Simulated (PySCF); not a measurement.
Computed shifts of a molecule C3H9FSi, PySCF with PBE/pcSseg-1, GIAO, gas phase, atoms alike by connectivity averaged where their shifts nearly agree, in ppm (number of nuclei): ¹³C: 2.7 (3). ²⁹Si: 45.2 (1). ¹⁹F: -210.0 (1). ¹H: 0.47 (9). References: ¹³C against TMS (σ = 182.0 ppm); ²⁹Si against TMS (σ = 335.4 ppm); ¹⁹F against CFCl3 (σ = 133.6 ppm); ¹H against TMS (σ = 31.49 ppm), references at their B3LYP-D3(BJ)/def2-TZVP geometries, non-relativistic. Geometry optimised at B3LYP-D3(BJ)/def2-SVP. The values are those of a single conformer.

Which structure fits?
A. CC[C@H](F)[SiH3]
B. CCC[SiH2]F
C. C[Si](C)(C)F
D. CC[Si@H](C)F

C, C[Si](C)(C)F
